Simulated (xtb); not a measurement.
Br$_{2}$Ge, triplet, at a GFN2-xTB geometry (the spin is typed, not shown lowest); GFN1-xTB (xtb).

Input for xtb:
```
$ xtb mol.xyz --gfn 1 --uhf 2 --etemp 1000 --json

# file mol.xyz
3

Ge     0.01662620     0.00626078     1.00353305
Br     1.08727208    -1.65040649    -0.46661885
Br    -1.10247318     1.64468236    -0.45089707
```

The log (banner, timings and long lists left out):

```
   ID    Z sym.   atoms
    1   32 Ge     1
    2   35 Br     2, 3

           -------------------------------------------------
          |                Calculation Setup                |
           -------------------------------------------------

           -------------------------------------------------
          |                 G F N 1 - x T B                 |
           -------------------------------------------------

          ...................................................
          :                      SETUP                      :
          :.................................................:
          :  # basis functions                  30          :
          :  # atomic orbitals                  27          :
          :  # shells                            9          :
          :  # electrons                        18          :
          :  # halogen bonds                     0          :
          :  max. iterations                   250          :
          :  Hamiltonian                  GFN1-xTB          :
          :  restarted?                      false          :
          :  GBSA solvation                  false          :
          :  PC potential                    false          :
          :  electronic temp.         1000.0000000     K    :
          :  accuracy                    1.0000000          :
          :  -> integral cutoff          0.2500000E+02      :
          :  -> integral neglect         0.1000000E-07      :
          :  -> SCF convergence          0.1000000E-05 Eh   :
          :  -> wf. convergence          0.2000000E-04 e    :
          :  Broyden damping             0.4000000          :
          :  net charge                          0          :
          :  unpaired electrons                  2          :
          ...................................................

 iter      E             dE          RMSdq      gap      omega  full diag
   1     -8.8845512 -0.888455E+01  0.950E+00    2.27       0.0  T
   2     -7.7379412  0.114661E+01  0.120E+01    0.90       1.0  T
   3     -9.3547008 -0.161676E+01  0.297E+00    1.70       1.0  T
   4     -9.4096966 -0.549958E-01  0.562E-01    1.90       1.0  T
   5     -9.4092998  0.396770E-03  0.269E-01    1.91       1.0  T
   6     -9.4098548 -0.554984E-03  0.156E-01    1.93       1.0  T
   7     -9.4099216 -0.668622E-04  0.255E-02    1.91       2.3  T
   8     -9.4099234 -0.172757E-05  0.573E-03    1.91      10.1  T
   9     -9.4099236 -0.245975E-06  0.195E-03    1.91      29.6  T
  10     -9.4099236 -0.291876E-07  0.449E-04    1.91     128.6  T
  11     -9.4099236 -0.678618E-09  0.331E-04    1.91     174.5  T
  12     -9.4099236 -0.807054E-09  0.196E-05    1.91    2939.8  T
  13     -9.4099236 -0.286349E-11  0.138E-09    1.91  100000.0  T

   *** convergence criteria satisfied after 13 iterations ***

 transition dipole moment (au) for excitation:           9          10
     X       Y       Z
  -0.4187  -0.2783   0.0087  total (au/Debye):    0.503   1.278
 dE (eV)             :    2.731
 oscillator strength :  0.23929E-01

         :::::::::::::::::::::::::::::::::::::::::::::::::::::
         ::                     SUMMARY                     ::
         :::::::::::::::::::::::::::::::::::::::::::::::::::::
         :: total energy              -9.405409616988 Eh    ::
         :: gradient norm              0.048503377104 Eh/a0 ::
         :: HOMO-LUMO gap              1.914273913709 eV    ::
         ::.................................................::
         :: SCC energy                -9.409923636528 Eh    ::
         :: -> electrostatic           0.004226977879 Eh    ::
         :: repulsion energy           0.005738124352 Eh    ::
         :: dispersion energy         -0.001224104813 Eh    ::
         :: halogen bond corr.         0.000000000000 Eh    ::
         :: add. restraining           0.000000000000 Eh    ::
         :: total charge               0.000000000000 e     ::
         :::::::::::::::::::::::::::::::::::::::::::::::::::::

           -------------------------------------------------
          |                Property Printout                |
           -------------------------------------------------

    * Orbital Energies and Occupations

         #    Occupation            Energy/Eh            Energy/eV
      -------------------------------------------------------------
         1        2.0000           -0.6938397             -18.8803
         2        2.0000           -0.6933688             -18.8675
         3        2.0000           -0.5273841             -14.3509
         4        2.0000           -0.4566965             -12.4273
         5        2.0000           -0.4457181             -12.1286
         6        1.9999           -0.4412687             -12.0075
         7        1.9998           -0.4378721             -11.9151
         8        1.9975           -0.4294842             -11.6869
         9        1.0028           -0.3919642             -10.6659
        10        1.0000           -0.2915957              -7.9347 (HOMO)
        11        0.0000           -0.2212475              -6.0204 (LUMO)
        12                         -0.1993695              -5.4251
        13                         -0.1139421              -3.1005
        14                         -0.1128095              -3.0697
        15                         -0.1004551              -2.7335
        16                         -0.0838155              -2.2807
        17                         -0.0783883              -2.1331
        18                         -0.0774370              -2.1072
        19                         -0.0688860              -1.8745
        20                         -0.0617254              -1.6796
        21                         -0.0369626              -1.0058
       ...                                ...                  ...
        27                          0.1744263               4.7464
      -------------------------------------------------------------
                  HL-Gap            0.0703483 Eh            1.9143 eV
             Fermi-level           -0.3334971 Eh           -9.0749 eV

  Mulliken/CM5 charges         n(s)   n(p)   n(d)
     1Ge    0.18372  0.14467   1.603  1.784  0.429
     2Br   -0.09186 -0.07233   1.973  5.086  0.033
     3Br   -0.09186 -0.07233   1.973  5.086  0.033

Wiberg/Mayer (AO) data.
largest (>0.10) Wiberg bond orders for each atom

 ---------------------------------------------------------------------------
     #   Z sym  total        # sym  WBO       # sym  WBO       # sym  WBO
 ---------------------------------------------------------------------------
     1  32 Ge   2.586 --     2 Br   1.293     3 Br   1.293
     2  35 Br   1.424 --     1 Ge   1.293     3 Br   0.131
     3  35 Br   1.424 --     1 Ge   1.293     2 Br   0.131
 ---------------------------------------------------------------------------

Topologies differ in total number of bonds
Writing topology from bond orders to xtbtopo.mol

 dipole moment from electron density (au)
     X       Y       Z
   0.0196   0.0074   1.1810  total (Debye):    3.002

           -------------------------------------------------
          | TOTAL ENERGY               -9.405409616988 Eh   |
          | GRADIENT NORM               0.048503377104 Eh/α |
          | HOMO-LUMO GAP               1.914273913709 eV   |
           -------------------------------------------------

normal termination of xtb
```
